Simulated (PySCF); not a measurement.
Mapped SMILES: `[SiH3:1]/[CH:2]=[CH:3]\[SiH3:4]` (H(Xn): hydrogen on atom n).

Geometry: PBE0-D3(BJ)/def2-SVP; GIAO shifts from PySCF, gas phase, non-relativistic, averaged over equivalent atoms.

At PBE0/pcSseg-1 (122 basis functions, 11 s wall time on 1 thread of an AMD EPYC 7R43 64-Core, shared host):
```json
{"atoms": "Si1/Si4", "δ (ppm)": "-79.0"}
{"atoms": "C2/C3", "δ (ppm)": "153.7"}
{"atoms": "H(C2)/H(C3)", "δ (ppm)": "7.11"}
{"atoms": "H(Si1)/H(Si4)", "δ (ppm)": "4.23"}
```

δ = σ(ref) − σ, references computed at the same level: ²⁹Si (σ = 351.99 ppm) and ¹³C (σ = 184.41 ppm) and ¹H (σ = 31.27 ppm) against TMS.

Predict the values at CAM-B3LYP/pcSseg-2 on the same geometry.

Results:


```
        atoms  δ at CAM-B3LYP/pcSseg-2  change
      Si1/Si4                    -83.4    -4.4
        C2/C3                    161.0    +7.3
  H(C2)/H(C3)                     7.18   +0.07
H(Si1)/H(Si4)                     4.19   -0.04
```

References, each an isolated molecule treated in the same way: ²⁹Si (σref 328.96), ¹³C (σref 182.55), ¹H (σref 31.34) against TMS.

The largest change is at C2/C3 (alkene CH). Cost: 270 basis functions, 42 s wall time on 1 thread of an AMD EPYC 7R43 64-Core, shared host.
